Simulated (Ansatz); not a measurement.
Relaxation of the cluster Zr₂Se₄ with RKS PBE-D4/def2-SVP.

```sh
$ ansatz run in.yaml --threads 4 --pin off --events-out ev --progress --plain --max-ram 8704MiB
```

```yaml
crystal:
  periodic: [false, false, false]
  atoms:
    - {symbol: Zr, position_ang: [-3.037880, -1.445110, -0.036030]}
    - {symbol: Zr, position_ang: [1.468440, 2.841670, 0.209670]}
    - {symbol: Se, position_ang: [0.030400, 0.071340, -0.811400]}
    - {symbol: Se, position_ang: [3.798660, 0.068930, 0.322450]}
    - {symbol: Se, position_ang: [-1.580850, 1.975340, 0.101440]}
    - {symbol: Se, position_ang: [-0.678760, -3.512170, 0.213870]}
basis:
  gaussian: {orbitals: def2-SVP}
hamiltonian: {xc: pbe, dispersion: d4}
scf: {lower_state_search: "off"}
output: {orbitals: {seedname: orbitals}}
relax: {f_tol: 0.02, max_steps: 100}
```

It took 1.8 min on 4 threads of Arm Neoverse V2 on a shared host.

Positions (Å) and forces (eV/Å) at steps 1, 2, 3, 4, 5, 6, 7, 8, 9, 10, 11, 12, 13, 14, 15, 16, 17, 18, 19, 20, 21, 22, 24 of 24:

```xyz
6
step=1 energy=-263882.2341 eV
Zr   -3.038   -1.445   -0.036    3.605   -1.496    0.153
Zr    1.468    2.842    0.210   -0.887   -3.766   -0.471
Se    0.030    0.071   -0.811   -0.790    1.894    0.908
Se    3.799    0.069    0.322   -1.510    1.874   -0.015
Se   -1.581    1.975    0.101    2.200   -0.520   -0.330
Se   -0.679   -3.512    0.214   -2.617    2.014   -0.245
6
step=2 energy=-263885.0277 eV
Zr   -2.866   -1.491   -0.028    4.453   -1.902    0.174
Zr    1.416    2.655    0.187   -0.538   -4.109   -0.490
Se    0.000    0.141   -0.785   -0.578    1.372    0.681
Se    3.730    0.161    0.325   -1.863    2.183   -0.002
Se   -1.488    1.966    0.097    1.721   -0.097   -0.065
Se   -0.792   -3.431    0.204   -3.195    2.553   -0.298
6
step=3 energy=-263887.7947 eV
Zr   -2.677   -1.535   -0.024    3.641   -1.472    0.158
Zr    1.378    2.467    0.164    0.240   -4.134   -0.391
Se   -0.027    0.184   -0.768   -0.110    0.709    0.283
Se    3.653    0.256    0.330   -2.290    2.458   -0.015
Se   -1.420    1.975    0.103    1.021    0.394    0.206
Se   -0.908   -3.347    0.195   -2.502    2.044   -0.242
6
step=4 energy=-263889.8236 eV
Zr   -2.525   -1.588   -0.017    0.625    1.314   -0.123
Zr    1.398    2.273    0.147    1.180   -3.795   -0.163
Se   -0.039    0.215   -0.761    0.123    0.078   -0.119
Se    3.546    0.375    0.331   -2.608    2.613   -0.054
Se   -1.374    1.993    0.114    0.401    0.599    0.355
Se   -1.006   -3.268    0.185    0.279   -0.809    0.105
6
step=5 energy=-263891.2129 eV
Zr   -2.465   -1.538   -0.021    0.619    1.219   -0.071
Zr    1.442    2.083    0.138    1.115   -2.110    0.121
Se   -0.042    0.221   -0.766   -0.254   -0.559   -0.439
Se    3.416    0.502    0.331   -1.743    1.707   -0.015
Se   -1.341    2.015    0.130    0.066    0.422    0.315
Se   -1.011   -3.284    0.188    0.196   -0.679    0.088
6
step=6 energy=-263891.4368 eV
Zr   -2.347   -1.417   -0.020    1.124    0.838    0.005
Zr    1.518    1.906    0.155   -4.277    2.737   -0.296
Se   -0.104    0.163   -0.813   -0.668   -0.560   -0.361
Se    3.280    0.639    0.336    4.030   -2.771    0.533
Se   -1.332    2.013    0.150    0.005   -0.103    0.107
Se   -1.014   -3.304    0.192   -0.214   -0.141    0.012
6
step=7 energy=-263892.1267 eV
Zr   -2.202   -1.288   -0.009    0.645   -0.009    0.375
Zr    1.388    1.889    0.156    0.033    0.094    0.258
Se   -0.173    0.115   -0.869   -0.096   -0.265   -0.580
Se    3.341    0.601    0.365    0.164   -0.046    0.073
Se   -1.336    1.997    0.163   -0.364   -0.159   -0.022
Se   -1.019   -3.315    0.194   -0.383    0.386   -0.103
6
step=8 energy=-263892.4266 eV
Zr   -2.095   -1.183    0.116    0.254    0.333    0.521
Zr    1.360    1.842    0.223   -0.147   -0.143    0.288
Se   -0.174    0.104   -1.009    0.360   -0.083   -0.804
Se    3.362    0.609    0.383   -0.037    0.046    0.028
Se   -1.398    1.915    0.125   -0.251   -0.322    0.027
Se   -1.055   -3.288    0.162   -0.179    0.169   -0.060
6
step=9 energy=-263892.7970 eV
Zr   -1.998   -1.063    0.236    0.397    0.418    0.345
Zr    1.306    1.786    0.295   -0.379   -0.228    0.163
Se   -0.143    0.089   -1.148    0.590   -0.364   -0.966
Se    3.351    0.617    0.387   -0.060    0.019    0.043
Se   -1.434    1.810    0.095   -0.366   -0.082    0.388
Se   -1.082   -3.238    0.136   -0.182    0.237    0.027
6
step=10 energy=-263893.1064 eV
Zr   -1.871   -0.943    0.322    0.200   -0.101    0.191
Zr    1.230    1.708    0.353   -0.392   -0.218   -0.046
Se   -0.122    0.067   -1.280    0.863   -0.509   -1.027
Se    3.323    0.618    0.390   -0.069   -0.023    0.058
Se   -1.461    1.733    0.087   -0.471    0.572    0.719
Se   -1.099   -3.184    0.129   -0.132    0.280    0.105
6
step=11 energy=-263893.6374 eV
Zr   -1.792   -0.895    0.338    0.493    1.250   -0.806
Zr    1.159    1.655    0.353   -1.208   -0.432   -0.977
Se   -0.016   -0.016   -1.417    0.956   -0.855   -0.127
Se    3.294    0.614    0.396   -0.183    0.004    0.174
Se   -1.528    1.784    0.189   -0.099    0.307    1.573
Se   -1.117   -3.142    0.141    0.042   -0.274    0.164
6
step=12 energy=-263894.5201 eV
Zr   -1.712   -0.802    0.286    0.736    0.636   -1.228
Zr    1.068    1.612    0.286   -0.816   -0.775   -1.365
Se    0.106   -0.142   -1.503    0.574   -0.354    0.542
Se    3.246    0.619    0.408   -0.403    0.154    0.277
Se   -1.576    1.817    0.365   -0.014    0.411    1.488
Se   -1.133   -3.103    0.158   -0.078   -0.073    0.287
6
step=13 energy=-263895.3077 eV
Zr   -1.647   -0.744    0.167    0.251    0.049   -0.795
Zr    1.007    1.570    0.153   -0.459   -0.279   -0.928
Se    0.182   -0.217   -1.519    0.609   -0.348   -0.163
Se    3.202    0.636    0.443   -0.474    0.190    0.304
Se   -1.593    1.855    0.556    0.266   -0.023    1.249
Se   -1.152   -3.099    0.201   -0.192    0.411    0.333
6
step=14 energy=-263895.8773 eV
Zr   -1.622   -0.713    0.046   -0.040   -0.054   -0.472
Zr    0.964    1.560    0.019   -0.113    0.138   -0.350
Se    0.261   -0.269   -1.575    0.375   -0.449   -0.498
Se    3.146    0.660    0.498   -0.613    0.262    0.242
Se   -1.567    1.835    0.748    0.579   -0.476    0.787
Se   -1.182   -3.073    0.265   -0.188    0.579    0.291
6
step=15 energy=-263896.3132 eV
Zr   -1.641   -0.682   -0.091   -0.008   -0.509   -0.195
Zr    0.943    1.568   -0.090    0.266    0.026    0.043
Se    0.276   -0.268   -1.692    0.209   -0.314   -0.387
Se    3.080    0.661    0.591   -0.874    0.376    0.025
Se   -1.490    1.738    0.905    0.644   -0.552    0.399
Se   -1.169   -3.017    0.377   -0.236    0.973    0.116
6
step=16 energy=-263896.6388 eV
Zr   -1.669   -0.673   -0.194    0.094   -0.393   -0.048
Zr    0.940    1.589   -0.172    0.174   -0.089    0.163
Se    0.295   -0.282   -1.761    0.079   -0.153   -0.237
Se    3.007    0.694    0.654   -0.675    0.327   -0.038
Se   -1.388    1.615    1.025    0.546   -0.494    0.125
Se   -1.185   -2.942    0.448   -0.217    0.802    0.036
6
step=17 energy=-263896.8479 eV
Zr   -1.661   -0.682   -0.274    0.017   -0.231   -0.034
Zr    0.944    1.587   -0.223    0.097   -0.056    0.092
Se    0.304   -0.272   -1.856    0.038   -0.079    0.003
Se    2.984    0.795    0.714   -0.461    0.184   -0.058
Se   -1.280    1.473    1.116    0.400   -0.377    0.021
Se   -1.291   -2.901    0.524   -0.091    0.558   -0.025
6
step=18 energy=-263896.9792 eV
Zr   -1.684   -0.672   -0.351    0.087   -0.013    0.001
Zr    0.938    1.598   -0.278   -0.056   -0.106    0.048
Se    0.319   -0.288   -1.896   -0.007    0.003    0.049
Se    2.925    0.854    0.758   -0.166    0.114   -0.021
Se   -1.165    1.329    1.194    0.217   -0.239   -0.071
Se   -1.332   -2.821    0.573   -0.076    0.240   -0.006
6
step=19 energy=-263897.0407 eV
Zr   -1.697   -0.667   -0.405    0.090    0.120   -0.028
Zr    0.933    1.598   -0.309   -0.137   -0.081   -0.018
Se    0.355   -0.326   -1.897    0.007   -0.010    0.032
Se    2.939    1.007    0.766    0.008    0.051    0.013
Se   -1.054    1.177    1.261    0.078   -0.092   -0.016
Se   -1.477   -2.790    0.584   -0.046    0.012    0.017
6
step=20 energy=-263897.0708 eV
Zr   -1.694   -0.657   -0.447    0.038    0.084    0.213
Zr    0.920    1.580   -0.326   -0.035    0.043    0.111
Se    0.407   -0.385   -1.869    0.068   -0.118   -0.102
Se    2.983    1.200    0.743   -0.031    0.030   -0.036
Se   -0.953    1.046    1.339   -0.009   -0.097   -0.119
Se   -1.664   -2.785    0.561   -0.031    0.058   -0.067
6
step=21 energy=-263897.0721 eV
Zr   -1.657   -0.607   -0.451   -0.083   -0.320    0.153
Zr    0.868    1.557   -0.340    0.416    0.018    0.168
Se    0.489   -0.483   -1.852   -0.058    0.075    0.123
Se    2.984    1.349    0.701   -0.249    0.064   -0.168
Se   -0.873    0.943    1.433    0.002   -0.009   -0.143
Se   -1.812   -2.759    0.509   -0.029    0.171   -0.134
6
step=22 energy=-263897.0892 eV
Zr   -1.670   -0.632   -0.427   -0.037   -0.039   -0.008
Zr    0.896    1.571   -0.325    0.042    0.030   -0.006
Se    0.481   -0.476   -1.806    0.012   -0.011   -0.001
Se    3.016    1.365    0.674   -0.005    0.011   -0.008
Se   -0.888    0.971    1.409   -0.003   -0.004    0.030
Se   -1.835   -2.799    0.475   -0.008    0.014   -0.008
6
step=24 energy=-263897.0902 eV
Zr   -1.667   -0.634   -0.425   -0.014    0.005   -0.010
Zr    0.897    1.566   -0.321    0.003    0.016   -0.007
Se    0.498   -0.495   -1.789    0.004   -0.008    0.004
Se    3.032    1.418    0.655    0.001   -0.004    0.002
Se   -0.871    0.948    1.427    0.002   -0.007    0.007
Se   -1.890   -2.804    0.453    0.004   -0.004    0.004
```

In the def2 sets Zr takes a core potential; there is no spin–orbit coupling. Another isomer (singlet) lies 0.41 eV lower at PBE0-D4/def2-TZVP; other spin states weren't run for this one.
